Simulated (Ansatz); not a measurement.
Basis-set series for Cl₃HO₂W (`[O]=[W]([OH])([Cl])([Cl])[Cl]`). Total charge 0; spin multiplicity 1. W: def2 effective core potential. The geometry is a stationary point of PBE0-D4/def2-TZVP. It is one conformer, not always the lowest.

| functional | basis | functions | energy (Eh) | HOMO (eV) | LUMO (eV) |
| --- | --- | --- | --- | --- | --- |
| PBE0-D4 | def2-TZVPP | 258 | -1598.49341 | -8.79 | -4.15 |
| PBE0-D4 | def2-QZVPP | 435 | -1598.54303 | -8.81 | -4.19 |
| ωB97M-V | def2-TZVPP | 258 | -1598.90304 | -10.99 | -2.10 |
| ωB97M-V | def2-QZVPP | 435 | -1598.95029 | -11.02 | -2.16 |

**Question.** Give the rows for def2-SVP. (Estimate.)

**Answer.** Computed: 
| functional | basis | functions | energy (Eh) | HOMO (eV) | LUMO (eV) |
| --- | --- | --- | --- | --- | --- |
| PBE0-D4 | def2-SVP | 119 | -1597.80549 | -8.78 | -4.21 |
| ωB97M-V | def2-SVP | 119 | -1598.21595 | -10.93 | -2.12 |
